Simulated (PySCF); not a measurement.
C4H8Cl, SMILES [CH2]C(C)(C)Cl, multiplicity 2. Geometry: PBE-D3(BJ)/def2-SVP. The isomer is the one that the SMILES or the coordinates give; other isomers of the formula were not compared.

These are PBE-D3(BJ)/def2-SVP in PySCF values and carry that method's errors.

Harmonic wavenumbers (cm⁻¹): 242, 263, 265, 276, 298, 330, 388, 400, 436, 636, 795, 895, 922, 983, 990, 1056, 1229, 1267, 1332, 1344, 1390, 1394, 1402, 1418, 1427, 2971, 2975, 3064, 3067, 3080, 3088, 3090, 3199. Rotational constants (GHz): 4.597, 3.018, 2.943; symmetry number 1.

**Question.** Work out the zero-point energy and the ideal-gas rigid-rotor harmonic-oscillator thermochemistry at 298.15 K and 1 atm.

**Answer.** ZPE = ½ Σ hcν = ½ × 45914 cm⁻¹ = 65.64 kcal/mol. H − E(el) = 70.59 kcal/mol. Entropy in cal/(mol K): translation 39.46, rotation 26.47, vibration 13.45, spin 1.38, total 80.75. G − E(el) = 46.51 kcal/mol. Cp = 27.40 cal/(mol K).
